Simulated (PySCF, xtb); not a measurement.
C₄H₂BrF, SMILES C(=C(/C#C)F)/Br.

Harmonic wavenumbers (cm⁻¹) from GFN2-xTB (xtb) at its own minimum, in rising order: 90, 201, 225, 237, 329, 516, 517, 665, 679, 707, 764, 859, 1118, 1250, 1627, 2247, 3105, 3394.

Q: What does PBE-D3(BJ)/def2-SVP (PySCF 2.14.0) give at its own minimum? (An estimate is asked for; the answer gives what the named calculation found.)

A: 103, 211, 240, 266, 348, 576, 604, 624, 687, 711, 755, 874, 1126, 1275, 1616, 2153, 3161, 3404. Paired by order, the mean absolute difference is 28 cm⁻¹ and the zero-point energies are 26.5 and 26.8 kcal/mol.
